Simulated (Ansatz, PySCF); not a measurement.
The pair A = SiH4 (SMILES [SiH4]) (first 5 atoms), B = CH4S (SMILES CS); geometry from B3LYP-D3(BJ)/def2-TZVP.
(charge 0, multiplicity 1):
```xyz
11

Si    -0.2461     0.0469     0.4985
H      0.0436     0.1598    -0.9526
H      0.7071    -0.9181     1.0912
H     -1.6342    -0.4268     0.6763
H     -0.0651     1.3754     1.1230
C      1.0749     0.5318     4.1562
S     -0.6089    -0.1603     4.0929
H      1.6565     0.2286     3.2881
H      0.9577     1.6138     4.1397
H      1.5843     0.2458     5.0737
H     -0.2569    -1.4561     4.0970
```

Frozen-core correlation. CBS: X⁻³ extrapolation of the correlation energy, Hartree–Fock from the larger set. MP2 and its Hartree–Fock in aug-cc-pV(T+d)Z are density fitted.

Programs: Ansatz (Gaussian basis) for Hartree–Fock, density functionals and correlated methods; PySCF for the dispersion terms. 

The monomers are drawn apart, rigid, along the line of their centres of mass. Counterpoise-corrected interaction energies (kcal/mol):

```
level                                                                 R = 5.069 Å  R = 6.517 Å
--------------------------------------------------------------------  -----------  -----------
PBE/def2-TZVPPD                                                           -0.3379      -0.0571
PBE-D3(BJ)/def2-TZVPPD                                                    -0.7222      -0.1454
wB97M-V/def2-TZVPPD                                                       -0.5770      -0.1293
MP2/CBS(aug-cc-pV(D+d)Z, aug-cc-pV(T+d)Z) + ΔCCSD(T)/aug-cc-pV(D+d)Z      -0.5773      -0.1255
```

### Question
R is the distance of the centres of mass. Find the local exponent m of E ∝ R⁻ᵐ between the two points.

### Answer

m = ln(E₁/E₂)/ln(R₂/R₁): PBE/def2-TZVPPD 7.1; PBE-D3(BJ)/def2-TZVPPD 6.4; wB97M-V/def2-TZVPPD 6.0; MP2/CBS(aug-cc-pV(D+d)Z, aug-cc-pV(T+d)Z) + ΔCCSD(T)/aug-cc-pV(D+d)Z 6.1. For scale, two fixed dipoles give m = 3, dipole and quadrupole 4, quadrupoles 5, and dispersion or dipole-induced dipole 6 at long range; at these distances several terms mix, and what is left of overlap and damping shifts m, so it need not match one of them.

Ansatz is a quantum-chemistry and plane-wave program.
